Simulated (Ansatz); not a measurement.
Two structures of SiNH5BrF, singlet, reached by relaxing down either side of one saddle point (PBE0-D4/def2-TZVP). Energies are electronic, without zero-point energy. Ansatz 0.2.0; basis: def2-TZVPP and def2-QZVPP; cores frozen in the correlated methods. Filled d shells of the heavier atoms are correlated. The def2 sets are not built for correlating such inner shells, so the correlated values are less sure here. Extrapolation: Hartree–Fock as exp(−7.88 √X), correlation as X^−2.97. First:

```xyz
9
angstrom
Si -1.0569 -0.2614 -0.0361
F -0.3776 -0.2269 -1.5057
H -1.9563 -1.4341 -0.0457
H -1.7466 1.0385 0.0948
N 0.0589 -0.4359 1.2230
H 1.4373 0.7628 -1.5694
Br 2.5285 1.5688 -1.1248
H 0.4492 -1.3322 1.4631
H 0.6637 0.3203 1.5008
```

Second:

Si1  (-0.864, 0.605, -0.004)
F2  (1.638, -1.456, -1.121)
H3  (-1.661, -0.132, -1.004)
H4  (-1.599, 1.699, 0.661)
N5  (-0.242, -0.457, 1.159)
H6  (1.600, -0.544, -1.317)
Br7  (0.730, 1.649, -1.248)
H8  (0.272, -1.269, 0.848)
H9  (0.127, -0.096, 2.025)
(Å)

(1) Which bonds change from the first to the second?

(2) Give the saddle point's structure and its height above each. (An estimate is asked for; the value comes from the calculation.)

No T1 diagnostic of these runs exceeds 0.010.

Answers

(1) SiNH₄F ([NH2][SiH2][F]) + HBr → SiNH₄Br ([NH2][SiH2][Br]) + HF; bonds formed: Si1–Br7, F2–H6; bonds broken: Si1–F2, H6–Br7.

(2) The calculation gives: 155.5 kJ/mol above the first and 119.2 kJ/mol above the second (CCSD(T) at an estimated basis limit (MP2 extrapolated from triple and quadruple zeta, plus CCSD(T) − MP2 in triple zeta)).
```xyz
9
angstrom
Si -0.4666 0.1801 -0.1020
F 0.9498 -0.7806 -0.8969
H -1.4178 -0.3670 -1.0833
H -0.9179 1.4919 0.4120
N -0.1829 -0.6378 1.3501
H 1.2388 0.0987 -1.5137
Br 0.9103 1.7481 -1.8362
H 0.2535 -1.5394 1.4373
H -0.3671 -0.1942 2.2327
```

Labels in which every atom is bracketed show which atoms are joined, not bond orders.

For scale, one of the runs: CCSD(T)/def2-TZVPP, 222 basis functions, launched by `ansatz run in.yaml --threads 4 --pin off --events-out ev --progress --plain --max-ram 9574MiB`. Hardware: 4 CPU threads of an Arm Neoverse V1, shared host. Wall time 2 min; peak host memory 3.6 GiB.
